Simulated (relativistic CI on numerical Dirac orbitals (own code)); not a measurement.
# Calculated levels, Pb X

These numbers are calculated, not measured: Dirac-Coulomb-Breit CI, KLI orbitals optimised for each configuration, model QED, unscaled Slater integrals (own radial code, finite nucleus).

Configuration list (outside the closed core [Kr] 4d10 4f14): 5s2 5p6 5d5, 5s2 5p6 5d4 6s, 5s2 5p6 5d4 5f, 5s2 5p5 5d6, 5s2 5p6 5d4 6p, 5s2 5p6 5d4 5g, 5s2 5p6 5d3 6s 6p, 5s2 5p6 5d3 5f 6s, 5s2 5p6 5d4 6d, 5s 5p6 5d6, 5s2 5p5 5d5 5f, 5s2 5p6 5d4 7s, 5s2 5p6 5d4 7p, 5s2 5p6 5d4 6f, 5s2 5p5 5d5 5g, 5s2 5p6 5d4 8p, 5s2 5p6 5d3 6s2, 5s2 5p6 5d2 5f 6s2, 5s2 5p6 5d2 6s2 6p, 5s2 5p6 5d2 5g 6s2, 5s2 5p6 5d2 6s2 6d, 5s2 5p6 5d3 6p2, 5s2 5p6 5d2 6s 6p2, 5s2 5p6 5d2 5f 6p2, 5s2 5p6 5d2 6p3, 5s2 5p6 5d2 5g 6p2, 5s2 5p6 5d2 6p2 6d, 5p6 5d7, 5p5 5d8. Double excitations out of closed p, d and f shells are left out; levels of such configurations are missing from the list, as are those of other unlisted configurations, and high levels can miss mixing partners. These lack a partner that the ground configuration has and come out too high: 5s2 5p5 5d5 5f, 5s2 5p5 5d5 5g.

The lowest level is 5s2 5p6 5d5 6S_5/2, with 66 % of that term; Hund's rules for 5s2 5p6 5d5 give 6S with J = 5/2, in agreement.

```tsv
No.	Configuration	Term	J	E (cm⁻¹)	%	jj configuration (%)
1	5s2 5p6 5d5	6S	5/2	0	66	5d5/2 (39)
2	5s2 5p6 5d5	4G	5/2	23264	27	5d5/2 (51)
3	5s2 5p6 5d5	4G	7/2	35852	53	5d3/2^3 5d5/2^2 (90)
4	5s2 5p6 5d5	4G	11/2	38002	60	5d3/2^3 5d5/2^2 (85)
5	5s2 5p6 5d5	4D	3/2	38006	46	5d3/2^3 5d5/2^2 (90)
6	5s2 5p6 5d5	4G	9/2	41261	68	5d3/2^3 5d5/2^2 (69)
7	5s2 5p6 5d5	4G	5/2	41578	34	5d3/2^3 5d5/2^2 (54)
8	5s2 5p6 5d5	4P	1/2	45768	55	5d3/2^3 5d5/2^2 (65)
9	5s2 5p6 5d5	4D	7/2	52063	39	5d3/2^3 5d5/2^2 (51)
10	5s2 5p6 5d5	2D	5/2	55239	37	5d3/2^3 5d5/2^2 (49)
11	5s2 5p6 5d5	2I	11/2	59324	63	5d3/2^2 5d5/2^3 (88)
12	5s2 5p6 5d5	2F	7/2	59921	31	5d3/2^2 5d5/2^3 (56)
13	5s2 5p6 5d5	4D	1/2	63429	66	5d3/2^2 5d5/2^3 (87)
14	5s2 5p6 5d5	2D	3/2	63996	47	5d3/2^2 5d5/2^3 (49)
15	5s2 5p6 5d5	2G	9/2	64262	48	5d3/2^2 5d5/2^3 (70)
16	5s2 5p6 5d5	2I	13/2	65786	99	5d3/2^2 5d5/2^3 (99)
17	5s2 5p6 5d5	4P	3/2	67749	44	5d3/2^2 5d5/2^3 (84)
18	5s2 5p6 5d5	2F	5/2	70567	40	5d3/2^2 5d5/2^3 (76)
19	5s2 5p6 5d5	2H	9/2	78448	51	5d3/2^2 5d5/2^3 (98)
20	5s2 5p6 5d5	2G	7/2	80048	60	5d3/2^2 5d5/2^3 (95)
21	5s2 5p6 5d5	4F	5/2	81813	45	5d3/2^2 5d5/2^3 (74)
22	5s2 5p6 5d5	2D	3/2	86797	69	5d3/2^2 5d5/2^3 (44)
23	5s2 5p6 5d5	2F	5/2	87295	35	5d3/2 5d5/2^4 (61)
24	5s2 5p6 5d5	2F	7/2	89909	60	5d3/2^2 5d5/2^3 (67)
25	5s2 5p6 5d5	2S	1/2	91587	67	5d3/2^2 5d5/2^3 (45)
26	5s2 5p6 5d5	4F	7/2	96562	44	5d3/2 5d5/2^4 (87)
27	5s2 5p6 5d5	2G	9/2	96985	49	5d3/2^2 5d5/2^3 (54)
28	5s2 5p6 5d5	2H	11/2	99100	66	5d3/2 5d5/2^4 (94)
29	5s2 5p6 5d5	2D	3/2	105569	70	5d3/2 5d5/2^4 (65)
30	5s2 5p6 5d5	2D	5/2	111293	65	5d3/2 5d5/2^4 (77)
31	5s2 5p6 5d5	2G	9/2	114762	90	5d3/2 5d5/2^4 (49)
32	5s2 5p6 5d5	2D	5/2	117302	52	5d5/2^5 (45)
33	5s2 5p6 5d5	2G	7/2	121174	77	5d3/2 5d5/2^4 (77)
34	5s2 5p6 5d5	2P	3/2	125832	81	5d3/2^2 5d5/2^3 (82)
35	5s2 5p6 5d5	2P	1/2	138207	82	5d3/2 5d5/2^4 (61)
36	5s2 5p6 5d5	2D	5/2	151775	86	5d3/2^2 5d5/2^3 (51)
37	5s2 5p6 5d5	2D	3/2	156258	80	5d3/2 5d5/2^4 (81)
38	5d4(5D) 6s	6D	1/2	290684	53	5d3/2^4 6s (74)
39	5d4(5D) 6s	6D	3/2	303553	78	5d3/2^3 5d5/2 6s (82)
40	5d4(5D) 6s	6D	5/2	312771	84	5d3/2^2 5d5/2^2 6s (50)
41	5d4(5D) 6s	4D	1/2	317884	47	5d3/2^3 5d5/2 6s (71)
42	5d4(5D) 6s	6D	7/2	318792	73	5d3/2^3 5d5/2 6s (44)
43	5d4(5D) 6s	6D	9/2	321784	50	5d3/2^3 5d5/2 6s (62)
44	5d4(5D) 6s	4D	3/2	329827	63	5d3/2^3 5d5/2 6s (71)
45	5d4(3H) 6s	4H	7/2	331201	40	5d3/2^3 5d5/2 6s (86)
```

Energies count from the lowest computed level. Percentages are summed over parent terms; the parents shown are those of the largest component, closed shells are left out there. Filled j subshells are mostly left out of the jj labels.

The mean weight of the leading LS term, summed over parents, in these 45 levels is 59 %, and that of the leading jj configuration (from the same eigenvectors) 69 %, so jj coupling describes them better and the LS labels are nominal.

At this charge energies of transitions that change n are usually good to better than 1 %, and those within a shell (Δn = 0) to a few per cent. Terms inside the open d or f shell come out 10 to 20 % too wide with unscaled integrals. Levels and lines within the n = 5 or 6 shells can be off by up to 10 % or somewhat more, and those that change n by about 2 %, since core polarisation is missing.

LS names give the leading component of a level, which can be under half, so a name can repeat, a term be missing and a line seem to break the LS rules.
